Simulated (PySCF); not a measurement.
Work out the structure from these simulated measurements.

Formula: CH16Si6.

| Property | Result |
| --- | --- |
| 1H NMR | chemical shifts (computed TMS as zero) by class: 4.14 (1 H), 4.04 (1 H), 4.00 (3 H), 3.63 (3 H), 3.57 (3 H), 3.52 (1 H), 3.42 (1 H), 3.36 (1 H), -0.25 (1 H), -0.29 (1 H) ppm [GIAO PBE0/pcSseg-1] |
| Rotational structure | rotational constants A, B, C: 0.697, 0.515, 0.326 GHz [GFN2-xTB] |
| 13C NMR | chemical shifts (computed TMS as zero) by class: -12.4 (1 C) ppm [GIAO PBE0/pcSseg-1] |
| Dipole | 0.42 D [PBE0/pcSseg-1] |
| NMR, other nuclei | isotropic shieldings of nuclei other than C and H, by class: 419 (1 Si), 420 (1 Si), 459 (1 Si), 463 (1 Si), 475 (1 Si), 491 (1 Si) ppm [GIAO PBE0/pcSseg-1] |

Gas-phase values; electronic properties from PySCF, density fitting. Levels stand in brackets. One conformer (not necessarily the lowest) at the GFN2-xTB geometry, without solvent, vibrations or thermal averaging. Each NMR value is the plain mean over a class of atoms that symmetry, rotation or inversion makes alike.

Task: What is the compound? Reason from the data.

Result: Numbering: `[SiH3:1][CH2:2][SiH2:3][Si@@H:4]([SiH3:5])[SiH2:6][SiH3:7]`. Its formula, CH16Si6, gives 0 degrees of unsaturation, so no ring and no π bond. The one carbon: sp3 carbon bound to silicon [C2] (-12.4 ppm). Hydrogen classes from least to most shielded: 1 H on an SiH2 silicon, Si3 (4.14 ppm), 1 H on an SiH2 silicon, Si3 (4.04 ppm), 3 H on an SiH3 silicon, Si1 (4.00 ppm), 3 H on an SiH3 silicon, Si5 (3.63 ppm), 3 H on an SiH3 silicon, Si7 (3.57 ppm), 1 H on an SiH2 silicon, Si6 (3.52 ppm), 1 H on an SiH2 silicon, Si6 (3.42 ppm), 1 H on an SiH silicon, Si4 (3.36 ppm), 1 H on an sp3 carbon bound to silicon, C2 (-0.25 ppm), 1 H on an sp3 carbon bound to silicon, C2 (-0.29 ppm). The other shieldings belong to: 419 ppm, SiH2 silicon [Si3]; 420 ppm, SiH3 silicon [Si1]; 459 ppm, SiH3 silicon [Si5]; 463 ppm, SiH3 silicon [Si7]; 475 ppm, SiH2 silicon [Si6]; 491 ppm, SiH silicon [Si4]. The optimised geometry has point group C1 and is an asymmetric top. Structure: `[SiH3]C[SiH2][Si@@H]([SiH3])[SiH2][SiH3]`. The assignments are read from this structure; whether some other isomer fits the data as well wasn't checked. The mirror image fits equally.

The values belong to the conformer `[SiH3:1][CH2:2][SiH2:3][Si@@H:4]([SiH3:5])[SiH2:6][SiH3:7]`: Si1–C2–Si3–Si4 -175°, C2–Si3–Si4–Si5 -104°, Si3–Si4–Si6–Si7 54°.
